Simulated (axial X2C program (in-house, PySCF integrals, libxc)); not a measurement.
## Testing model relations on BeTc

A bond curve at the PBE level, 2c, was computed with an axial X2C code built on PySCF integrals (basis Tc dyall-cv3z [12s12p8d5f3g], Be dyall-cv3z [8s8p3d1f] (cores contracted in-house)) for the state Ω = 7/2 (⟨Sz⟩ = 2.50, ⟨Lz⟩ = 1.00 at PBE). Its fit gives Re = 2.2387 Å, ωe = 474.2 cm⁻¹, ωexe = 3.28 cm⁻¹ and αe = 3.943e-03 cm⁻¹; the masses are 98.9072 and 9.0122 u. Two-component means X2C with spin–orbit coupling and atomic mean-field Coulomb and Gaunt terms.

Q: Find the reduced mass, Be and the force constant.

A: From the PBE values: μ = 8.2596 u. Be = 16.8576/(μ Re²) = 0.4072 cm⁻¹. k = 5.8918×10⁻⁷ μ ωe² = 1.09 mdyn/Å.

Q: The dipole moment p changes by 0.46 D/Å at Re. What harmonic infrared intensity follows?

A: I = 42.256 × (dp/dR)²/μ = 1.1 km/mol.

Q: Where do the fundamental and the first overtone lie?

A: ν(1←0) = ωe − 2ωexe = 467.6 cm⁻¹; ν(2←0) = 2ωe − 6ωexe = 928.7 cm⁻¹.

Q: Estimate De from a Morse curve and compare with the computed well depth of 1.552 eV to Tc + Be.

A: De(Morse) = ωe²/(4ωexe) = 2.125 eV against 1.552 eV computed, a ratio of 1.37. The extrapolation overshoots: the well softens faster than a Morse curve, or the lowest atomic limit lies below the one to which the curve heads.

Q: Estimate the centrifugal constant by the Kratzer relation.

A: D = 4Be³/ωe² = 1.20e-06 cm⁻¹.

The state is a single determinant with fixed occupations, the lowest that a limited PBE0 search found. De is counted from the lowest determinant-based energies of the atoms at the same level, without counterpoise correction. Density functionals use the spin component along the axis (collinear). PBE0 can misorder states that lie within some tenths of an eV, so this need not be the ground state of the molecule. The nearest other spin-free determinant of the search, M_S = 5/2, Λ = 0, lies 0.24 eV up at the distance of the search. Without a current term, density functionals place determinants with orbital angular momentum somewhat too high. With several unpaired electrons one determinant need not be a pure state. A state of lower Ω lies just above, and one determinant can place such states too high, so the state shown need not be the lowest. The search has Ω = 3/2 only 0.07 eV up. At some level and bond length an empty orbital lies below a filled one.
